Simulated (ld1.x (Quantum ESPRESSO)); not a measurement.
## Ranking TM potentials for Sb (Z = 51)

All share these settings but for the change named:

Sb (Z = 51), norm-conserving Troullier–Martins (Kleinman–Bylander form), made with ld1.x (Quantum ESPRESSO) 7.5 (LDA (PZ), non-relativistic). Core [Kr] 4d10, reference 5s1.5 5p3.5. Waves: 5s (bound): rc 2.15 bohr; 5p (bound): rc 2.30 bohr. Local part: all-electron potential smoothed inside 2.30 bohr (lloc = -1). Core correction: Bessel-smoothed model core inside 1.25 bohr.

Test errors are all-electron minus pseudo excitation energies from the reference, over 5s2 5p3; 5s2 5p2; 5s2 5p1; 5s1 5p0; 5s0 5p5; 5s1 5p4; 5s2 5p3.3. None of these files shows a bound ghost.

The base gives 272.2 meV.

Of 10 variants that were run, those that failed, showed a ghost or another fault, or gave nearly equal values are left out.

A variant can come out equal or close to the base, since the largest error may sit in a test that the change hardly touches while other tests move.

Question: Rank these variants by their largest absolute test error, smallest first.
A. wave 5p (bound): rc 2.30 bohr becomes 5p (bound): rc 3.20 bohr
B. wave 5p (bound): rc 2.30 bohr becomes 5p (bound): rc 3.02 bohr
C. wave 5p (bound): rc 2.30 bohr becomes 5p (bound): rc 1.92 bohr
D. wave 5p (bound): rc 2.30 bohr becomes 5p (bound): rc 3.46 bohr
E. wave 5p (bound): rc 2.30 bohr becomes 5p (bound): rc 1.64 bohr

Answer: C (292.0 meV), E (341.8 meV), B (400.9 meV), A (489.5 meV), D (595.3 meV).
